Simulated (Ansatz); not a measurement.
`N1[SiH2]OP1`, 8 atoms. Charge 0, multiplicity 1. All runs use 2 threads of an Arm Neoverse V1 on a shared host. Correlated methods freeze the cores.

(1) Give the basis size and wall time and peak host memory of each of these runs in Ansatz. RKS ωB97M-V/def2-QZVPP energy; RKS PBE0-D4/def2-TZVP frequencies; RHF-CCSD(T)/def2-TZVPP energy; RKS ωB97M-V/def2-SVP energy; RKS PBE-QIDH (frozen core)/def2-TZVPP energy; RKS BLYP-D4/def2-TZVPP energy; RKS CAM-B3LYP-D4/def2-TZVPP energy; RHF-CCSD(T)/def2-SVP energy; RKS PBE0-D4/def2-SVP energy; RKS PBE0-D4/def2-TZVP relaxation (7 steps); direct RPA on PBE orbitals/def2-TZVPP energy; RKS PBE0-D4/def2-QZVPP energy. (Best estimate.)

Results:

(1) Computed: Other jobs shared the machine, so times are rough.

| level | job | functions | wall time | peak host memory (GiB) |
| --- | --- | --- | --- | --- |
| RKS PBE0-D4/def2-SVP | energy | 84 | 1.4 s | 0.38 |
| RHF-CCSD(T)/def2-SVP | energy | 84 | 2.6 s | 0.38 |
| RKS BLYP-D4/def2-TZVPP | energy | 202 | 2.7 s | 0.23 |
| RKS CAM-B3LYP-D4/def2-TZVPP | energy | 202 | 4.1 s | 0.47 |
| direct RPA on PBE orbitals/def2-TZVPP | energy | 202 | 5.5 s | 0.41 |
| RKS ωB97M-V/def2-SVP | energy | 84 | 6.5 s | 0.38 |
| RKS PBE-QIDH (frozen core)/def2-TZVPP | energy | 202 | 7 s | 0.45 |
| RKS PBE0-D4/def2-QZVPP | energy | 374 | 10 s | 1.1 |
| RKS ωB97M-V/def2-QZVPP | energy | 374 | 24 s | 1.2 |
| RKS PBE0-D4/def2-TZVP | relaxation (7 steps) | 160 | 30 s | 0.34 |
| RHF-CCSD(T)/def2-TZVPP | energy | 202 | 71 s | 2.4 |
| RKS PBE0-D4/def2-TZVP | frequencies | 160 | 120 s | 0.38 |
